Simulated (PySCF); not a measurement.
# Core-level binding energies of SiHMe2(OSiMe3)

Species: SiHMe2(OSiMe3), C₅H₁₆OSi₂.
Bonds: Si1–C3, Si1–C7, Si1–O11, O11–Si12, Si12–C13, Si12–C14, Si12–C15. Hydrogens: H2 on Si1; H4, H5, H6 on C3; H8, H9, H10 on C7; H16, H17, H18 on C13; H19, H20, H21 on C14; H22, H23, H24 on C15.

Computed, not measured: PySCF, delta-SCF UKS SCAN, pcX-2 on the ionised atom, pcseg-1 elsewhere, spin-free X2C. Vertical ΔSCF values, vacuum level as zero.

Task: List the computed XPS lines with their assignment.

Result: 
```json
{"atom(s)": "Si1", "environment": "silicon bonded to 2 C, O and H", "level": "Si 1s", "binding energy (eV)": "1846.52", "2p1/2 (eV)": "–", "above the level's lowest (eV)": "+0.18", "count": "1"}
{"atom(s)": "Si12", "environment": "silicon bonded to 3 C and O", "level": "Si 1s", "binding energy (eV)": "1846.34", "2p1/2 (eV)": "–", "above the level's lowest (eV)": "0.00", "count": "1"}
{"atom(s)": "O11", "environment": "oxygen bonded to 2 Si", "level": "O 1s", "binding energy (eV)": "536.93", "2p1/2 (eV)": "–", "above the level's lowest (eV)": "0.00", "count": "1"}
{"atom(s)": "C3/C7", "environment": "carbon bonded to Si and 3 H", "level": "C 1s", "binding energy (eV)": "289.93", "2p1/2 (eV)": "–", "above the level's lowest (eV)": "+0.12", "count": "2"}
{"atom(s)": "C13/C14/C15", "environment": "carbon bonded to Si and 3 H", "level": "C 1s", "binding energy (eV)": "289.81", "2p1/2 (eV)": "–", "above the level's lowest (eV)": "0.00", "count": "3"}
{"atom(s)": "Si1", "environment": "silicon bonded to 2 C, O and H", "level": "Si 2p3/2", "binding energy (eV)": "106.56", "2p1/2 (eV)": "107.19", "above the level's lowest (eV)": "+0.19", "count": "1"}
{"atom(s)": "Si12", "environment": "silicon bonded to 3 C and O", "level": "Si 2p3/2", "binding energy (eV)": "106.37", "2p1/2 (eV)": "107.00", "above the level's lowest (eV)": "0.00", "count": "1"}
```

The 2 C 1s values lie within 0.12 eV of each other; Gaussian lines of 0.5 eV full width would blend them into one maximum.

The 2 Si 1s values lie within 0.18 eV of each other; Gaussian lines of 0.5 eV full width would blend them into one maximum.

The 2 Si 2p3/2 values lie within 0.19 eV of each other.

Task: Which photon wavelength matches the C 1s of C3/C7 threshold?

Result: λ = hc/E = 12398.42 eV Å / 289.93 eV = 42.763 Å.

One atom of each set of topologically equivalent atoms was ionised and stands for the set; in this conformer not all members are related by symmetry, and their own values weren't computed. Spin–orbit and ligand-field terms were added within each 2p shell after the spin-free SCF. 2p1/2 minus 2p3/2 (ligand field included): Si 0.63 eV. Isolated species at its PBE0-D3(BJ)/def2-SVP geometry (one conformer only).
